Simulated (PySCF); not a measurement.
Species: C₆H₅F₃O.
Z-matrix (Å and degrees, PBE0-D3(BJ)/def2-SVP geometry), rows numbered from 1:
```
F 
C   1  1.3327
F   2  1.3393  1  107.50
F   2  1.3374  1  107.51  3   115.14
C   2  1.5115  1  112.06  3  -122.99
C   5  1.4912  2  113.53  1    58.72
C   6  1.4354  5  127.64  2    66.31
C   7  1.3611  6  105.92  5  -179.75
O   8  1.3479  7  110.50  6    -0.11
C   9  1.3450  8  107.46  7     0.17
H   5  1.0993  2  107.03  1   -63.94
H   5  1.1013  2  106.59  1  -178.46
H   7  1.0875  6  127.12  5    -0.44
H   8  1.0870  7  133.24  6   179.87
H  10  1.0874  6  132.72  5    -0.35
```

All values: CAM-B3LYP/def2-SVPD (PySCF, non-relativistic), on one gas-phase PBE0-D3(BJ)/def2-SVP geometry that isn't relaxed in the solvent. The solvent is an IEF-PCM continuum (cavity from Bondi-type radii × 1.2), and excitations are vertical TDDFT with non-equilibrium linear response and a frozen core. The model holds no explicit solvent molecules, cavitation or dispersion.

```
run  E − E(gas) (kcal/mol)  HOMO (eV)  HOMO–LUMO gap (eV)  dipole (D)  lowest singlet (eV)  static polarisability (au)
gas                   0.00      -8.27                9.26        1.99                 6.29                        72.2
  P                  -4.05      -8.10                9.26        2.34                 6.17                        90.5
  Q                  -4.22      -8.10                9.26        2.35                 6.17                        91.3
```

Task: The runs were made in dichloromethane and tetrahydrofuran. Which run belongs to which solvent?

Result: P = tetrahydrofuran, Q = dichloromethane. The dielectric constants are 7.426 (tetrahydrofuran), 8.93 (dichloromethane), and the energy falls further as ε rises. The optical constants n² used for the excitations are 1.97, 2.03 in the same order. In this model the ground state sees the solvent through ε alone.

Task: How constant is the ratio of the lowering to (ε − 1)/(2ε + 1)?

Result: 
```csv
solvent,(ε − 1)/(2ε + 1),E − E(gas) (kcal/mol),ratio (kcal/mol),polarisation term (kcal/mol)
tetrahydrofuran,0.405,-4.05,-10.0,-4.50
dichloromethane,0.420,-4.22,-10.0,-4.71
```

The ratio changes by +0.4 % in size from tetrahydrofuran to dichloromethane. The polarisation term is half the interaction of the solute with the induced surface charges.
